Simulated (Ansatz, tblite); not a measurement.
Cost and result up the ladder for ZrFCl3 (ZrCl3F) (5 atoms). Charge 0, multiplicity 1. Geometry: PBE0-D4/def2-SVP.

```csv
atom,x (Å),y (Å),z (Å)
Zr1,-0.071,0.045,0.008
F2,-1.652,1.048,0.183
Cl3,1.377,0.583,1.749
Cl4,0.934,0.546,-2.031
Cl5,-0.588,-2.223,0.090
```

Ansatz on 4 threads of Arm Neoverse V2 on a shared host; xTB runs through tblite on one thread. Times are rough, summed over both states, and most runs start from the orbitals of an earlier one. PBE0-D4/def2-TZVP serves as the yardstick here, not as an exact answer. The other state is a doublet.

In the def2 sets Zr takes a core potential; there is no spin–orbit coupling. The xTB rows come from tblite.

Raw xTB energies of ions are shifted by several eV.

```tsv
level	functions	wall time	vertical IE (eV)	difference from PBE0-D4/def2-TZVP (eV)
GFN2-xTB	40	0.009 s	14.98	3.34
GFN1-xTB	40	0.013 s	15.74	4.10
PBE-D4/def2-TZVP (with forces)	182	6 s	11.08	-0.56
PBE0-D4/def2-TZVP	182	12 s	11.64	0.00
r2SCAN-D4/def2-TZVP	182	15 s	11.38	-0.26
```
